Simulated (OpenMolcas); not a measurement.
Mn+, Tc+, Re+: d5 s down the group

- Program: OpenMolcas 26.06
- Method: SS-CASPT2, IPEA 0.25 Eh, imaginary shift 0.1 Eh
- Basis: ANO-R2
- Scalar Hamiltonian: X2C, finite nucleus
- Spin-orbit coupling: RASSI with atomic mean-field integrals over the reference wave functions, term energies averaged over their components

Active space for each ion: 6 electrons in 6 orbitals (d s); closed shells correlated by CASPT2: Mn+ 3s 3p; Tc+ 4s 4p; Re+ 5s 5p.

Computed levels in cm-1 above 7S3:

| Level | Mn+ | Tc+ | Re+ |
| --- | --- | --- | --- |
| 5S2 | 9160 | 12690 | 18960 |
| 5G4 | 29700 | 22710 | 22490 |
| 5G5 | 29700 | 22790 | 23170 |
| 5G3 | 29700 | 22630 | 21620 |
| 5G6 | 29700 | 22830 | 23440 |
| 5G2 | 29700 | 22570 | 21070 |
| 5D4 | 34860 | 26340 | 16900 |
| 5D0 | 34860 | 26560 | 17090 |
| 5D1 | 34890 | 26980 | 17080 |
| weight of 7S in the lowest level (%) | 100 | 99 | 94 |

Mixed levels, with the weight of the term that names them: Tc+ 5D1 (69 %), Re+ 5S2 (62 %), Re+ 5G3 (73 %).

Measured, with the error of the calculation in %. Measured levels: Mn+, Re+ from NIST Handbook of Basic Atomic Spectroscopic Data.

| Level | Mn+ | Re+ |
| --- | --- | --- |
| 5S2 | 9473 (-3.3) | 17224 (+10.1) |
| 5G4 | 27584 (+7.7) | 20463 (+9.9) |
| 5G5 | 27571 (+7.7) | 20976 (+10.5) |
| 5G3 | 27588 (+7.7) | 19140 (+13.0) |
| 5G6 | 27547 (+7.8) | 20782 (+12.8) |
| 5G2 | 27589 (+7.7) | 18846 (+11.8) |

Without spin-orbit coupling 5S lies 9150, 12780, 18580 cm-1 above 7S in that order; the difference to the level 5S2, of either sign, comes from spin-orbit coupling, which also lowers the zero.

CASPT2 does not keep the components of a term degenerate, so their means are used; among the terms shown or strongly mixed into the levels shown the widest spread is 160 cm-1 (5d5 6s 3F(2), Re+). Terms from blocks run as CI alone lack orbitals of their own. No level of 3d6 was computed, though it lies in the active space (holds for Mn+). Configurations are named by rounded mean occupations; where the s occupation lies near a half they are strongly mixed, a name can repeat and a true partner stay unpaired (holds for Tc+). Measured partners are found by configuration, term and J. A level has none where our copy of the source lacks it or the pairing is in doubt (some pairs that miss far off the trend of their configuration count as doubtful), and it then counts in no deviation. Only configurations of the active space appear.

A number in round brackets counts repeated terms of one configuration in the order of the reference energies.
